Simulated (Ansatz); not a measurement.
Ge₂₄H₃₀, a nanocrystal cut from hexagonal germanium, relaxed as a singlet with RKS PBE-D4/def2-SVP in Ansatz, starting from the GFN2-xTB geometry. Force threshold 0.03 eV/Å.

Single mean-field runs in def2-SVP are fitted with def2-universal-jkfit.

Start:

Cartesian coordinates in Å:
```
Ge -1.349 -3.412 2.854
Ge 0.928 -3.864 3.501
Ge -3.845 -1.073 0.518
Ge -4.396 1.216 1.099
Ge -1.534 -1.591 1.233
Ge -0.429 0.442 2.152
Ge 2.427 -2.356 2.335
Ge 1.916 -0.010 2.823
Ge -2.933 2.751 -0.078
Ge -0.583 2.382 0.599
Ge 0.492 4.325 1.624
Ge 3.371 1.618 1.706
Ge 2.773 3.897 2.273
Ge -4.069 -1.390 -1.876
Ge -0.112 -2.111 -0.746
Ge 2.237 -2.576 -0.100
Ge -2.612 0.143 -3.062
Ge -3.167 2.429 -2.471
Ge -0.253 -0.342 -2.496
Ge 0.772 1.614 -1.343
Ge 3.709 -1.100 -1.389
Ge 3.126 1.176 -0.693
Ge 1.148 -0.969 -4.400
Ge 3.434 -1.410 -3.777
H -2.205 -3.112 4.074
H -2.019 -4.666 2.313
H 1.108 -3.758 5.006
H 1.297 -5.314 3.236
H -4.810 -2.023 1.245
H -4.285 1.423 2.599
H -5.863 1.528 0.842
H -1.198 0.829 3.433
H 3.885 -2.634 2.739
H 1.987 0.214 4.345
H -3.330 4.194 0.274
H -0.328 4.807 2.809
H 0.410 5.521 0.689
H 4.826 1.328 2.109
H 2.984 4.166 3.753
H 3.726 4.890 1.628
H -5.517 -1.262 -2.328
H -3.748 -2.827 -2.251
H -0.672 -3.405 -1.374
H 2.518 -4.037 -0.495
H -2.806 -0.049 -4.575
H -4.555 2.814 -2.963
H -2.282 3.402 -3.231
H 0.794 2.775 -2.359
H 5.163 -1.383 -0.977
H 3.995 2.178 -1.476
H 0.540 -2.159 -5.127
H 1.080 0.111 -5.468
H 3.855 -2.806 -4.198
H 4.398 -0.534 -4.557
```

Q: Estimate the energy that the relaxation releases and the steps that it takes.

A: 60.1 kJ/mol, in 4 steps; 29 s on 11 threads of AMD EPYC 7R13 on a shared host and a whole NVIDIA H100 80GB HBM3. No frequencies were taken in this run, so the end may be a saddle point.

Q: Does the start keep its bonding and symmetry?

A: By distances, no bond broke or formed. The bond that changes most is Ge23–Ge24, from 2.41 to 2.46 Å (atoms count from 1). Point group C3v at the start, C3v at the end, both within 0.05 Å.

Q: Predict the relaxed structure.

A: 
Cartesian coordinates in Å:
```
Ge -1.378 -3.376 2.819
Ge 0.944 -3.840 3.477
Ge -3.808 -1.083 0.534
Ge -4.392 1.220 1.123
Ge -1.478 -1.544 1.195
Ge -0.458 0.454 2.187
Ge 2.453 -2.314 2.299
Ge 1.875 0.004 2.847
Ge -2.898 2.749 -0.069
Ge -0.562 2.310 0.585
Ge 0.447 4.299 1.601
Ge 3.373 1.559 1.687
Ge 2.773 3.862 2.261
Ge -4.064 -1.415 -1.878
Ge -0.136 -2.143 -0.769
Ge 2.199 -2.603 -0.121
Ge -2.572 0.129 -3.055
Ge -3.150 2.439 -2.485
Ge -0.235 -0.327 -2.416
Ge 0.766 1.654 -1.370
Ge 3.702 -1.089 -1.328
Ge 3.104 1.209 -0.723
Ge 1.099 -0.949 -4.375
Ge 3.429 -1.406 -3.740
H -2.218 -2.995 4.074
H -2.017 -4.652 2.194
H 1.104 -3.658 5.015
H 1.307 -5.314 3.131
H -4.744 -2.072 1.300
H -4.233 1.423 2.658
H -5.876 1.515 0.752
H -1.267 0.849 3.463
H 3.939 -2.581 2.696
H 1.999 0.218 4.389
H -3.248 4.224 0.308
H -0.388 4.717 2.847
H 0.397 5.475 0.583
H 4.849 1.249 2.090
H 2.938 4.084 3.794
H 3.725 4.854 1.531
H -5.542 -1.172 -2.304
H -3.694 -2.882 -2.246
H -0.735 -3.436 -1.411
H 2.533 -4.079 -0.505
H -2.713 -0.080 -4.596
H -4.611 2.754 -2.922
H -2.202 3.416 -3.239
H 0.751 2.826 -2.403
H 5.174 -1.370 -0.891
H 4.025 2.205 -1.498
H 0.475 -2.210 -5.043
H 1.051 0.209 -5.415
H 3.806 -2.866 -4.128
H 4.384 -0.447 -4.511
```
Bond lengths: 33 × Ge–Ge 2.45 to 2.47 Å; 30 × Ge–H 1.56 Å.
